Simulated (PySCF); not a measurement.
## Zn¹⁹⁺: ionisation energy

Zn¹⁹⁺ [Ne] 3s1 (2S) → Zn²⁰⁺ [Ne] (1S), as a difference of total energies. All numbers are calculated (PySCF 2.14, no relativity, point nucleus, in an even-tempered Gaussian basis (16 s from 1.7 bohr⁻², ratio 2.5; 11 p from 2.2 bohr⁻², ratio 2.5; 5 d from 8.7 bohr⁻², ratio 2.7; 4 f from 13 bohr⁻², ratio 2.7)). Correlated levels: outer shells: 1s2 frozen; virtual orbitals above 40 to 60 times the deepest correlated orbital energy dropped. The calculations carry no spin-orbit coupling.

```tsv
method	ionisation energy (eV)
UHF	728.93
LDA	730.86
PBE	731.83
PBE0	731.20
r2SCAN	728.91
B2PLYP	731.12
TPSS	730.75
MP2 (outer shells)	729.54
SCS-MP2 (outer shells)	729.43
```

Task: How much does correlation contribute at MP2 (outer shells)?

Result: 729.54 − (728.93) = 0.61 eV, measured against UHF.

These non-relativistic numbers lack the scalar-relativistic shift.

For comparison: 737.37 eV (semi-empirical (NIST evaluation); NIST Atomic Spectra Database, ionization energies).
